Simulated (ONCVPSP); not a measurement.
**Transferability test, ONCV potential for molybdenum (Mo)**

Mo (Z = 42), optimised norm-conserving Vanderbilt (ONCV), made with ONCVPSP 4.0.1 (PW91, non-relativistic). Core [Ar] 3d10, reference 4s2 4p6 4d5 5s0.5 5p0.5. Waves: 4s+5s: rc 1.95 bohr, ncon 3, nbas 6, qcut 7.8 1/bohr, 2 projectors; 4p+5p: rc 2.25 bohr, ncon 3, nbas 8, qcut 4.8 1/bohr, 2 projectors; 4d: rc 1.45 bohr, ncon 5, nbas 8, qcut 6.3 1/bohr, 2 projectors, debl 1.8 Ha; f scattering state at 0.28 Ha: rc 2.40 bohr, ncon 3, nbas 6, qcut 4 1/bohr, 2 projectors, debl 2.3 Ha. Local part: polynomial inside 0.95 bohr (lpopt 5, dvloc0 0 Ha). Core correction: Teter function, fcfact 4.5, rcfact 1.35.

Energies are relative to the spin-unpolarised reference configuration 4s2 4p6 4d5 5s0.5 5p0.5; without spin polarisation the order of configurations can differ from experiment.

```
valence configuration  charge  ΔE all-electron (eV)  error AE − PS (meV)
  4s2 4p6 4d5 5s0 5p0      +1                 5.155                 -0.4
  4s2 4p6 4d4 5s0 5p0      +2                20.897                 -1.1
```

**Question.** What are ΔE and the potential's error for 4s2 4p5 4d5 5s1 5p0?

**Answer.** ΔE = 41.896 eV all-electron; the error (AE − PS) is +37 meV.

**Question.** What are ΔE and the potential's error for 4s2 4p6 4d5 5s1 5p0?

**Answer.** ΔE = -1.411 eV all-electron; the error (AE − PS) is -0.1 meV.

Levels in the configuration 4s2 4p6 4d4 5s0 5p0:

| level | all-electron (eV) | pseudo (eV) |
| --- | --- | --- |
| 4s | -79.257 | -79.264 |
| 4p | -56.071 | -56.060 |
| 4d | -21.181 | -21.183 |

Note: ghosts flagged at negative energy: f at -11.2 eV; GHOST(+) flagged for s at 52.3 eV, p at 59.1 eV. A true bound ghost makes a file unfit for plane-wave use.
